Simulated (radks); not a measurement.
The numbers below are computed, except where a source is named.
Problem. All-electron atom: Al2+ in [Ne] 4s1 (not the ground configuration). Code: a radial shooting solver on a logarithmic mesh with Libxc functionals. Model: scalar-relativistic Kohn-Sham, r2SCAN, spin-polarised, spherical densities, finite nucleus; open shells are filled with parallel spins first; meta-GGA in the generalised Kohn-Sham scheme; Fermi nuclear charge, rms radius 3.061 fm. Some entries of the table are withheld. Estimate them.

orbital  occ.  eigenvalue (Ry)  <r> (bohr)
1s up       1              (1)         (2)
1s down     1              (3)         (4)
2s up       1        -10.21932      0.6215
2s down     1        -10.21583      0.6215
2p up       3         -7.25675      0.5973
2p down     3         -7.25071      0.5965
3s up       0         -1.80551       2.126
3p up       0         -1.28557       2.651
4s up       1         -0.83379         (5)

Solution. 
(1) 1s up eigenvalue (Ry): -113.8945
(2) 1s up <r> (bohr): 0.1202
(3) 1s down eigenvalue (Ry): -113.8915
(4) 1s down <r> (bohr): 0.1202
(5) 4s up <r> (bohr): 4.755
